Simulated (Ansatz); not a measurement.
Two isomers of C2H4FNOSi: A = `N#COC(F)[SiH3]`, B = `OC1(F)C=N[SiH2]1`.

Program: Ansatz. Geometries: PBE0-D4/def2-TZVP. ΔE: electronic, gas phase. CCSD(T)/CBS adds triple-zeta CCSD(T) − MP2 to the extrapolated MP2 energy (def2 sets, frozen cores). Functionals use def2-TZVPP. B3LYP here is the variant with VWN-RPA as its local correlation; programs differ in this. Each species was taken in one conformer, which may not be the lowest.

Q: Which is lower in electronic energy at CCSD(T)/CBS, and by how much? (An estimate is asked.)

A: The calculation gave: B, by 14.9 kcal/mol.

Q: Give E(B) − E(A) in kcal/mol with B2PLYP, PBE0-D4, r2SCAN-D4, B3LYP, CCSD/def2-TZVPP, HF/def2-TZVPP, MP2/def2-TZVPP. (An estimate is asked.)

A: The calculation gave: B2PLYP -10.5, PBE0-D4 -17.1, r2SCAN-D4 -14.5, B3LYP -10.4, CCSD/def2-TZVPP -11.8, HF/def2-TZVPP -7.3, MP2/def2-TZVPP -12.3. None reverses the order clearly.

Largest T1 diagnostic: 0.014.

From PBE to PBE0 (25 % exact exchange), in def2-TZVPP and without D4, E(B) − E(A) moves by −2.0 kcal/mol. The D4 term adds −1.1 kcal/mol with B3LYP and −0.5 kcal/mol with PBE0; it sums over pairs of atoms, weighted by their polarisabilities, and B3LYP, whose exchange is more repulsive, gets the larger term.
